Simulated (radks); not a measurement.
Spherical quantum dot in the effective-mass picture: electrons in a well V = -V0 / (1 + exp((r - R)/a)) with V0 = 2.33, R = 9.7, a = 0.6, with a point charge +2 (a donor) at the centre, all in effective atomic units (hartree* = m*/eps^2 hartree, bohr* = eps/m* bohr), one dielectric constant everywhere. Method: non-relativistic Kohn-Sham, LDA (Slater exchange, Perdew-Wang correlation), spin-polarised, spherical densities; computed with a radial shooting solver with Libxc functionals. Levels are named by radial order and angular momentum (1s, 1p, 1d, 2s, ...), and open shells are averaged over m. Each electron was tried in the lowest free levels, single moves between levels near the top were tried too, and the lowest total energy was kept; such a search can miss a lower state. The series stops at N = 17: beyond it a trial failed or the search could not be trusted, so later rows were left out. At N = 1 the Hartree and exchange-correlation terms need not cancel, so that row can carry a self-interaction error.

\begin{tabular}{lrrrrrrr}
N & open shells & 2S & E (hartree*) & mu = E(N) - E(N-1) (hartree*) & addition energy mu(N+1) - mu(N) (hartree*) & e(HOMO) (hartree*) & rms radius (bohr*) \\ \hline
1 & 1s(up 1, down 0) & 1 & -4.27176 & -4.2718 & 1.049 & -3.8404 & 0.8943 \\
2 & none & 0 & -7.49445 & -3.2227 & 0.9737 & -2.9002 & 1.134 \\
3 & 2s(up 1, down 0) & 1 & -9.74345 & -2.2490 & 0.1454 & -2.1882 & 3.242 \\
4 & none & 0 & -11.8470 & -2.1036 & 0.1634 & -2.0391 & 4.071 \\
5 & 1p(up 1, down 0) & 1 & -13.7872 & -1.9402 & 0.1299 & -1.8744 & 4.611 \\
6 & 1p(up 3, down 0) 2s(up 1, down 0) & 4 & -15.5975 & -1.8103 & 0.1347 & -1.7503 & 5.001 \\
7 & 1p(up 3, down 0) & 3 & -17.2731 & -1.6756 & 0.1526 & -1.6121 & 5.285 \\
8 & 1p(up 3, down 1) & 2 & -18.7961 & -1.5230 & 0.1245 & -1.4609 & 5.524 \\
9 & 1p(up 3, down 2) & 1 & -20.1946 & -1.3985 & 0.1249 & -1.3360 & 5.720 \\
10 & none & 0 & -21.4681 & -1.2736 & 0.1768 & -1.2111 & 5.886 \\
11 & 1d(up 1, down 0) & 1 & -22.5649 & -1.0967 & 0.1214 & -1.0360 & 6.046 \\
12 & 1d(up 2, down 0) & 2 & -23.5402 & -0.97533 & 0.1213 & -0.91466 & 6.183 \\
13 & 1d(up 3, down 0) & 3 & -24.3942 & -0.85406 & 0.1210 & -0.79351 & 6.302 \\
14 & 1d(up 4, down 0) & 4 & -25.1273 & -0.73305 & 0.1207 & -0.67265 & 6.408 \\
15 & 1d(up 5, down 0) & 5 & -25.7397 & -0.61237 & 0.1446 & -0.55215 & 6.504 \\
16 & 1d(up 5, down 1) & 4 & -26.2074 & -0.46776 & 0.1179 & -0.40884 & 6.591 \\
17 & 1d(up 5, down 2) & 3 & -26.5573 & -0.34991 & - & -0.29097 & 6.670 \\
\end{tabular}

All shells are closed at N = 2, 4, 10 (there: 1s2 1p6 2s2); the second difference of the energy has clear peaks (12 % above both neighbours; the first and last values, which can be the largest, are not judged, and half-filled shells can peak too) at N = 4, 7, 10, 15.
